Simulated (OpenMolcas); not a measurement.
Os5+ among 4 point charges of -2 e arranged as a square (D4h), 1.93 Å from the ion.

```yaml
Program: OpenMolcas 26.06
Method: CASSCF
Basis: ANO-RCC-VDZP [7s6p4d2f1g]
Scalar_Hamiltonian: DKH2, point nucleus
Active_space: 3 electrons in 5 orbitals (5d)
State_averaging: 2S+1 = 4 even, 10 roots; 2S+1 = 2 even, 40 roots
Spin-orbit_coupling: RASSI with atomic mean-field integrals over the reference wave functions
```

(1) What is the spin-free ground state (labels of D4, the rotations of D4h)?

(2) Where is the first state of the same spin?

(3) What are the lowest two levels with spin-orbit coupling?

(4) What is χT at 300 K?

Answers

(1) 4A2, 1-fold in its orbital part, 66 % from free-ion P terms; it has the highest spin that d3 allows.

(2) 4E at 7440 cm-1 above the ground state.

(3) A 2-fold level E3/2 with g = 0.09, 0.09, 3.31, then a 2-fold level E1/2 2567 cm-1 above it. Their leading multiplicities are 4 (73 %) and 4 (92 %).

(4) 0.39 cm3 K/mol.

Spin-orbit coupling mixes the spin-free states strongly: the lowest level takes only 40 % from its leading state, 4A2. Without dynamic correlation the repulsion within the d shell is too large (B by tens of per cent), so at a given field states of lower spin stand too high. Point charges carry no covalency, so the field is a model and not that of real ligands. No measured value stands beside these numbers.
